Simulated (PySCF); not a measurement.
## Se: ionisation energy

Se [Ar] 3d10 4s2 4p4 (3P) → Se⁺ [Ar] 3d10 4s2 4p3 (4S), as a difference of total energies. Computed with PySCF 2.14 in dyall-av2z (16s12p8d, 92 functions), with the non-relativistic Hamiltonian (point nucleus). Correlated levels: valence: [Ar] 3d10 frozen; virtual orbitals above 40 to 60 times the deepest correlated orbital energy dropped. The calculations carry no spin-orbit coupling.

```csv
method,ionisation energy (eV)
UHF,8.590
MP2 (valence),9.078
SCS-MP2 (valence),9.105
CCSD (valence),9.116
CCSD(T) (valence),9.137
```

Q: How much does correlation contribute at CCSD(T) (valence)?

A: 9.137 − (8.590) = 0.547 eV, measured against UHF.

A first-order spin-orbit estimate (lowest level to lowest level, LS coupling) adds 0.099 eV.

These non-relativistic numbers lack the scalar-relativistic shift.

Errors of the correlated levels include the incompleteness of this basis and the frozen core.

For comparison: 9.752 eV (measured; NIST Atomic Spectra Database, ionization energies).
